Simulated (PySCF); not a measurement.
Se(F)(NH2) (FH2NSe), SMILES N[Se]F. Geometry optimised at PBE0-D3(BJ)/def2-TZVP. The values are those of a single conformer.

TDDFT-CAM-B3LYP/def2-SVPD run with PySCF puts the lowest singlet excitations at 3.73, 5.18, 6.25, 6.96, 7.06, 7.26 eV.

Task: What are the lowest excitation roots from ADC(2)/aug-cc-pVDZ (PySCF)? (The exact figures need the calculation; the answer reports its results.)

Result: 4.04, 5.18, 6.10, 6.57, 6.70, 6.83 eV. S1 differs by 0.31 eV (second minus first; roots are paired by order, and the bases may differ).
